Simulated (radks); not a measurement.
Values are calculated unless marked as measured or tabulated.
Problem. All-electron atom: Ce3+ in [Xe] 7f1 (not the ground configuration). Level of theory: Dirac Kohn-Sham, BLYP, spin-unpolarised, spherical densities, finite nucleus; open shells fill j = l - 1/2 first; Fermi nuclear charge, rms radius 4.8771 fm (a radial shooting solver on a logarithmic mesh with Libxc functionals). Some entries of the table are withheld. Estimate them.

orbital,occ.,eigenvalue (eV),<1/r> (bohr^-1)
1s1/2,2,-40276.99,(1)
2s1/2,2,-6481.264,(2)
2p1/2,2,-6122.114,(3)
2p3/2,4,-5675.405,(4)
3s1/2,2,-1428.945,(5)
3p1/2,2,-1276.776,5.301
3p3/2,4,-1189.029,4.950
3d3/2,4,(6),4.816
3d5/2,6,(7),4.727
4s1/2,2,-321.6144,2.242
4p1/2,2,-264.9673,(8)
4p3/2,4,-245.8871,(9)
4d3/2,4,-152.6924,1.813
4d5/2,6,-149.3156,1.785
5s1/2,2,-75.4714,0.9151
5p1/2,2,-58.9584,0.8258
5p3/2,4,-55.7153,0.7875
7f5/2,1,-5.8326,0.1253

Solution. 
(1) 1s1/2 <1/r> (bohr^-1): 63.34
(2) 2s1/2 <1/r> (bohr^-1): 14.93
(3) 2p1/2 <1/r> (bohr^-1): 14.92
(4) 2p3/2 <1/r> (bohr^-1): 13.51
(5) 3s1/2 <1/r> (bohr^-1): 5.387
(6) 3d3/2 eigenvalue (eV): -922.6967
(7) 3d5/2 eigenvalue (eV): -903.8591
(8) 4p1/2 <1/r> (bohr^-1): 2.140
(9) 4p3/2 <1/r> (bohr^-1): 2.025
